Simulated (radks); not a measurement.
Values are calculated unless marked as measured or tabulated.
Effect of the nuclear size on the chlorine ion Cl+, [Ne] 3s2 3p4. Level of theory: Dirac Kohn-Sham, LDA (Slater exchange, Perdew-Wang correlation), spin-unpolarised, spherical densities, finite nucleus; open shells are shared between the two j in proportion to 2j + 1; Fermi nuclear charge, rms radius 3.3654 fm (a radial shooting solver on a logarithmic mesh with Libxc functionals). The rms radius is varied about that value; shifts are against it.

rms radius (fm)  total energy shift (eV)  density at nucleus (e/bohr^3)  1s1/2 shift (meV)  2s1/2 shift (meV)
2.9481                          -0.00324                           3575              -1.36             -0.099
3.1433                          -0.00178                           3571             -0.748             -0.054
3.3654                                 0                           3567              0.000              0.000
3.6582                           0.00253                           3561               1.06              0.077
3.8534                           0.00432                           3557               1.82              0.132

Slopes of the eigenvalues against <r^2> in GHz/fm^2, as finite differences over the two radii next to the reference (eigenvalue slopes, not the field-shift constants of lines): 1s1/2 125, 2s1/2 9.09.
